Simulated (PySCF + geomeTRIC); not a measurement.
Species: F$_{2}$In, SMILES `[F][In][F]` (charge 0, multiplicity 2).

**Question.** Give a relaxed geometry from PBE0-D3(BJ)/def2-TZVP run with PySCF + geomeTRIC.

**Answer.** the end point of this relaxation (outside a Z-matrix the atoms follow the SMILES, hydrogens last).
Cartesian coordinates (Å) in one orientation:
```xyz
3

F      1.672    -0.289     0.000
In    -0.019     0.695     0.000
F     -1.666    -0.363     0.000
```
